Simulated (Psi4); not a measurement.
Here is a job for Psi4.
```
memory 2 GB

molecule mol {
0 1
  C     0.000000    0.000000    0.000000
  H     0.636597    0.627096    0.610389
  H    -0.628026   -0.606917    0.638995
  H     0.612857   -0.642402   -0.618713
  H    -0.621428    0.622223   -0.630670
}

set basis aug-cc-pvtz
set reference rks

energy('r2scan')
print_variables()
```

Q: Predict the total energy from R2SCAN/aug-cc-pVTZ in Psi4 1.11.

A: -40.5004 Eh

Q: Predict the dipole moment from R2SCAN/aug-cc-pVTZ.

A: 0.00 D
